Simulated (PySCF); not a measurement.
**Polarisability and C₆ of F³⁺ (fluorine, charge +3)**

[He] 2s2 2p2, high-spin 3P determinant. All numbers are calculated (PySCF 2.14, the non-relativistic Hamiltonian (point nucleus), in dyall-av2z (11s7p2d, 42 functions)). Coupled (time-dependent) response in atomic units; α is the mean over directions. A double-zeta set is small for polarisabilities.

| method | mean α (bohr³) | α xx, yy, zz | C₆ (like pair) | S(−4) |
| --- | --- | --- | --- | --- |
| UHF | 0.9791 | 1.070, 0.9335, 0.9335 | 0.8677 | 1.340 |
| PBE | 0.9404 | 1.038, 0.8917, 0.8917 | 0.8476 | 1.060 |
| PBE0 | 0.9439 | 1.041, 0.8951, 0.8951 | 0.8475 | 1.092 |
| M06-L | 0.9623 | 1.050, 0.9184, 0.9184 | 0.8806 | 1.071 |
| BHandHLYP | 0.9348 | 1.036, 0.8844, 0.8844 | 0.8365 | 1.063 |

S(−4) is the Cauchy moment in α(ω) = α(0) + S(−4) ω² + …

α(iu) at UHF:

| u (hartree) | α(iu) (bohr³) |
| --- | --- |
| 0 | 0.9791 |
| 0.0500 | 0.9757 |
| 0.100 | 0.9660 |
| 0.200 | 0.9304 |
| 0.300 | 0.8803 |
| 0.500 | 0.7658 |
| 0.750 | 0.6359 |
| 1.00 | 0.5342 |
| 1.50 | 0.3959 |
| 2.00 | 0.3075 |
| 3.00 | 0.2008 |
| 5.00 | 0.1033 |

A single London oscillator, α(iu) = α/(1 + u²/ω²), gives C₆ = (3/4) ω α². Matching the computed C₆ needs ω = 4 × 0.8677 / (3 × 0.9791²) = 1.21 hartree.

For an ion, C₆ is the dispersion term alone; charge-induced terms of lower order in 1/R come first.

The components differ because the open shell of this determinant is not spherical; for a pure term their mean is the scalar polarisability.
